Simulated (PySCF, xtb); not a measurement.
C₂H₈O₂Si, SMILES CO[Si@@H](C)O. One conformer was computed; it need not be the lowest.

Harmonic wavenumbers (cm⁻¹) from GFN2-xTB in xtb at its own minimum, in rising order: 63, 80, 94, 140, 217, 234, 297, 357, 639, 681, 710, 758, 805, 824, 850, 900, 1131, 1136, 1153, 1378, 1416, 1481, 1486, 1488, 1493, 2330, 2939, 2953, 2981, 3028, 3045, 3063, 3665.

Task: What does PBE0-D3(BJ)/def2-SVP run with PySCF give at its own minimum? (An estimate is asked for; the answer gives what the named calculation found.)

Result: 75, 90, 137, 160, 237, 267, 318, 397, 660, 707, 758, 769, 844, 852, 914, 950, 1173, 1181, 1224, 1269, 1425, 1427, 1475, 1478, 1479, 2260, 3011, 3062, 3088, 3133, 3167, 3171, 3931. Paired by order, the mean absolute difference is 55 cm⁻¹ and the zero-point energies are 62.6 and 64.5 kcal/mol.
